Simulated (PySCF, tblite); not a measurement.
Isomers of C4H9NSSi2. Computed with GFN2-xTB (tblite): harmonic, unscaled wavenumbers at the GFN2-xTB geometry, gas phase. This tight-binding method is rough: wavenumbers can miss measured ones by several per cent, in bad cases by 10 to 20. Modes of hydrogen on silicon can be 10 to 20 % off. One conformer each.

Electronic energies: PBE0/pcSseg-1 single points on the GFN2-xTB geometries (PySCF, gas phase).

| SMILES | electronic energy, lowest = 0 (kJ/mol) |
| --- | --- |
| [SiH3]N([SiH3])c1cccs1 | 34.8 |
| CS[C@@H]1C[SiH2][Si@@H]1C#N | 123.9 |
| N#C[C@H]1C[Si@H](S[SiH3])C1 | 0.0 |
| CS[C@@H]1[SiH2]C[Si@H]1C#N | 68.8 |

Task: How do GFN2-xTB zero-point energies change the relative energies?

Result: 
```csv
SMILES,ZPE (kJ/mol),of it from modes above 1550 cm⁻¹,electronic (kJ/mol),"with ZPE, lowest = 0 (kJ/mol)",lowest mode (cm⁻¹),rings
N#C[C@H]1C[Si@H](S[SiH3])C1,302.3,159.7,0.0,0.0,22,1
[SiH3]N([SiH3])c1cccs1,288.6,147.5,34.8,21.1,4,1
CS[C@@H]1[SiH2]C[Si@H]1C#N,299.2,163.1,68.8,65.7,30,1
CS[C@@H]1C[SiH2][Si@@H]1C#N,300.8,161.0,123.9,122.4,38,1
```

The zero-point energies span 13.7 kJ/mol, from `[SiH3]N([SiH3])c1cccs1` to `N#C[C@H]1C[Si@H](S[SiH3])C1`. The order is unchanged.

Task: And how do the electronic energies of GFN2-xTB itself compare?

Result: `N#C[C@H]1C[Si@H](S[SiH3])C1` 139.4; `[SiH3]N([SiH3])c1cccs1` 0.0; `CS[C@@H]1[SiH2]C[Si@H]1C#N` 387.9; `CS[C@@H]1C[SiH2][Si@@H]1C#N` 389.8 kJ/mol, lowest = 0. Against the energies above, taken from the same isomer `N#C[C@H]1C[Si@H](S[SiH3])C1`, the largest difference is 179.7 kJ/mol.
